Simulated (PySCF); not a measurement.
Compound: C₂H₈GeSSi.
Atom-mapped SMILES: `[CH2:1]=[C:2]([GeH3:3])[S:4][SiH3:5]` (hydrogens: H6, H7 on C1; H8, H9, H10 on Ge3; H11, H12, H13 on Si5)

A GFN2-xTB structure with every atom displaced at random (by about 0.01 Å) was refined with PBE0-D3(BJ)/def2-SVP geometry optimisation, gas phase (PySCF 2.14.0). Values at the start:

```csv
coordinate,start
C1=C2,1.309 Å
C1–H6,1.116 Å
C1–H7,1.078 Å
C2–Ge3,1.962 Å
C2–S4,1.787 Å
Ge3–H8,1.477 Å
S4–Si5,2.118 Å
Si5–H11,1.467 Å
Si5–H13,1.425 Å
C1–C2–Ge3,124.9°
C1–C2–S4,123.1°
C2–S4–Si5,107.4°
Ge3–C2–S4,112.0°
C1–C2–S4–Si5,2°
```

How do these coordinates change at the PBE0-D3(BJ)/def2-SVP level?

| coordinate | PBE0-D3(BJ)/def2-SVP (Å or °) | change |
| --- | --- | --- |
| Si5–H13 | 1.490 | +0.065 |
| Ge3–H8 | 1.538 | +0.061 |
| S4–Si5 | 2.152 | +0.034 |
| C1=C2 | 1.341 | +0.032 |
| Si5–H11 | 1.493 | +0.026 |
| C1–H6 | 1.094 | -0.022 |
| C1–H7 | 1.096 | +0.018 |
| C2–S4 | 1.770 | -0.017 |
| C2–Ge3 | 1.957 | -0.005 |
| C1–C2–Ge3 | 120.7 | -4.2 |
| C1–C2–S4 | 126.7 | +3.6 |
| C2–S4–Si5 | 104.4 | -3.0 |
| Ge3–C2–S4 | 112.6 | +0.6 |
| C1–C2–S4–Si5 | -5 | -7 |

The energy falls by 6.0 kcal/mol over 6 energy and gradient evaluations, the largest force component goes from 0.0365 to 1.2e-04 Eh/bohr, and the atoms move by 0.109 Å rms after alignment. The bond that changes most is Si5–H13 (SiH3 silicon to Si–H hydrogen), which lengthens by 0.065 Å. Bonds longer at the end by more than 0.005 Å: 9 of 12; shorter: 2. Rotational constants go from 5803, 799.0, 714.2 to 5613, 804.8, 716.7 MHz.

The run used 136 basis functions and 41 SCF cycles in all. Hardware: Arm Neoverse V1, one thread, no GPU, on a shared host. Cost: 51 s of wall time, 0.58 GiB resident at most.

Whether it is a minimum is left open (no frequencies). One conformer, not necessarily the lowest.

Shape of the structure used: `[CH2:1]=[C:2]([GeH3:3])[S:4][SiH3:5]`: C1–C2–S4–Si5 -5°.
